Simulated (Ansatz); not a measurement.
Stepwise reaction of `O[SiH](O)O` with ammonia, as a gas-phase model of exchange steps in deposition or etching. ΔE in kJ/mol; ΔG adds harmonic PBE0-D4 terms to CCSD(T)/CBS, at 1 bar.

Computed with Ansatz on PBE0-D4/def2-TZVP structures; ΔE is electronic, products minus reactants. CCSD(T)/CBS adds triple-zeta CCSD(T) − MP2 to the extrapolated MP2 energy (def2 sets, frozen cores). This one scheme is used for every species. DFT in def2-TZVPP. B3LYP here is the variant with VWN-RPA as its local correlation; programs differ in this. One conformer a species, not always the lowest.

```tsv
step	reaction	PBE-D4	B3LYP-D4	ωB97M-V	CCSD(T)/CBS	ΔG(400 K)
1	`O[SiH](O)O` + NH₃ → `N[SiH](O)O` + H₂O	46.0	50.1	49.7	47.3	47.0
2	`N[SiH](O)O` + NH₃ → `N[SiH](N)O` + H₂O	42.6	45.8	45.4	43.4	41.4
```

Q: Give the row of step 3, `N[SiH](N)O` + NH₃ → `N[SiH](N)N` + H₂O. (An estimate is asked.)

A: The calculation gave: 
```csv
step,reaction,PBE-D4,B3LYP-D4,ωB97M-V,CCSD(T)/CBS,ΔG(400 K)
3,`N[SiH](N)O` + NH₃ → `N[SiH](N)N` + H₂O,46.7,50.0,49.7,47.3,44.5
```

Q: By hand: ΔE of the 3 steps together at CCSD(T)/CBS.

A: (47.3) + (43.4) + (47.3) = 138.0 kJ/mol, or 46.0 kJ/mol a step.

In ΔE the steps differ by no more than 3.9 kJ/mol. All are uphill at CCSD(T)/CBS. ΔG lies between 41.4 and 47.0 kJ/mol a step. PBE-D4 differs from CCSD(T)/CBS by -1.3 to -0.6 kJ/mol a step. Isolated molecules leave out the surface, adducts and barriers. Largest T1 diagnostic: 0.011.
